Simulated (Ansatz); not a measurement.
C5H15AsSi, SMILES `C[As]([SiH3])C(C)(C)C`. The species carries charge 0 and has multiplicity 1. All single points use the PBE0-D4/def2-TZVP geometry.

```xyz
22

C    -0.634   -2.321   -0.079
As    0.524   -0.973   -0.942
Si    2.282   -1.143    0.622
C    -0.348    0.734   -0.322
C    -0.471    0.856    1.186
C     0.504    1.869   -0.874
C    -1.730    0.766   -0.963
H    -0.814   -2.114    0.976
H    -1.584   -2.362   -0.612
H    -0.150   -3.294   -0.172
H     3.103   -2.331    0.263
H     3.154    0.063    0.562
H     1.811   -1.317    2.026
H    -1.026    0.023    1.624
H    -1.009    1.776    1.442
H     0.506    0.904    1.674
H     0.599    1.807   -1.961
H     0.044    2.834   -0.632
H     1.510    1.866   -0.446
H    -2.218    1.724   -0.747
H    -1.674    0.657   -2.049
H    -2.377   -0.024   -0.574
```

**Question.** What is the dipole moment at ωB97M-V/def2-TZVPP? (An estimate is asked.)

**Answer.** Ansatz gave: 1.27 D, with components (-1.10, 0.39, 0.49) D in this frame, pointing from negative to positive charge.

**Question.** And with PBE, r2SCAN, B3LYP? (Estimate.)

**Answer.** Computed: PBE 1.34 D, r2SCAN 1.39 D, B3LYP 1.29 D.

**Question.** Give the Mulliken charges with ωB97M-V, PBE, B3LYP in def2-TZVPP. (An estimate is asked.)

**Answer.** The calculation gave: 
```csv
atom,ωB97M-V,PBE,B3LYP
C1,-0.49,-0.41,-0.43
As2,0.11,0.12,0.13
Si3,0.04,0.05,0.12
C4,-0.18,0.09,0.09
C5,-0.32,-0.27,-0.28
C6,-0.30,-0.27,-0.29
C7,-0.31,-0.28,-0.30
H8,0.14,0.11,0.11
H9,0.14,0.12,0.12
H10,0.16,0.13,0.13
H11,-0.02,-0.05,-0.06
H12,-0.01,-0.05,-0.06
H13,-0.02,-0.05,-0.06
H14,0.12,0.08,0.09
H15,0.11,0.07,0.08
H16,0.12,0.08,0.08
H17,0.13,0.09,0.09
H18,0.11,0.07,0.08
H19,0.12,0.09,0.09
H20,0.11,0.07,0.08
H21,0.13,0.09,0.09
H22,0.12,0.08,0.09
```

B3LYP here is the variant with VWN-RPA as its local correlation; programs differ in this.
